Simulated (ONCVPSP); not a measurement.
## What one change does to a pseudopotential (F, ONCV)

ONCVPSP 4.0.1 input, shortened (lines: element, Z, core and valence counts, functional; n l f; lmax; l rc ep ncon nbas qcut; lloc lpopt rc5 dvloc0; l nproj debl; icmod fcfact rcfact), PBEsol, scalar-relativistic:

```
  F 9.00    1    2  -116133      upf
    1    0    2.00
    2    0    2.00
    2    1    5.00
    1
    0    0.75    0.00    4    8    7.30
    1    1.05    0.00    5   10   10.50
    4    5    0.70    4.00
    0    1    1.20
    1    1    2.20
    0    0.00    0.00
```

Change: s: qcut 7.4; p: qcut 10.6.

Cutoffs: the cutoffs (Ha) at which the residual kinetic energy of the hardest occupied pseudo-wave falls to 1 and 0.1 mHa per electron; they do not see the model core or the augmentation charge, which bear on the density cutoff. Errors are all-electron minus pseudo energies relative to the spin-unpolarised reference configuration.

Q: Predict the effect on cutoff, ghosts and configuration errors.

A: The potential gets neither clearly harder nor softer (251 Ha and 312 Ha → 247 Ha and 311 Ha); the errors of the 4 common tests hardly move; neither file shows a bound ghost.

```tsv
quantity	base	changed
cutoff, loose	251 Ha	247 Ha
cutoff, tight	312 Ha	311 Ha
loose cutoff by channel	s 251 Ha, p 50 Ha	s 247 Ha, p 50 Ha
bound ghosts	none	none
GHOST(+) flags under 300 eV	none	none
error for 2s2 2p4, meV [ΔE 19.32 eV]	+3.7	+3.6
error for 2s2 2p3, meV [ΔE 57.59 eV]	+56	+54
error for 2s2 2p2, meV [ΔE 118.08 eV]	+278	+272
error for 2s2 2p1, meV [ΔE 203.68 eV]	+917	+901
s: phases at 0.76 bohr within 0.05 rad from the reference energy up to (Ha; the scan ends near 5)	to the end of the scan	to the end of the scan
p: phases at 1.06 bohr within 0.05 rad from the reference energy up to (Ha; the scan ends near 5)	4.3	4.3
```
